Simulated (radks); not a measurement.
Values are calculated unless marked as measured or tabulated.
Task: Hg25+, configuration [Kr] 4d10 4f9 (the NIST ground configuration). Level of theory: non-relativistic Kohn-Sham, LDA (Slater exchange, Perdew-Wang correlation), spin-unpolarised, spherical densities, point nucleus; relativity is left out, which matters for an element this heavy (a radial shooting solver on a logarithmic mesh with Libxc functionals). Some entries of the table are withheld. Estimate them.

orbital,occ.,eigenvalue (hartree),<1/r> (bohr^-1),<r^2> (bohr^2)
1s,2,-2782.527,(1),0.0004789
2s,2,-488.6826,18.70,0.007441
2p,6,-471.2659,18.75,0.005484
3s,2,-135.7166,7.269,0.04578
3p,6,-127.4804,7.228,0.04208
3d,10,-112.0766,7.159,0.03234
4s,2,(2),3.293,0.2060
4p,6,-45.00781,3.220,0.2081
4d,10,-38.35487,3.075,0.2092
4f,9,-29.46139,2.840,(3)
5s,0,-24.12809,1.716,0.7202
5p,0,-22.58757,1.665,0.7567

Result: 
(1) 1s <1/r> (bohr^-1): 79.41
(2) 4s eigenvalue (hartree): -48.62321
(3) 4f <r^2> (bohr^2): 0.1993
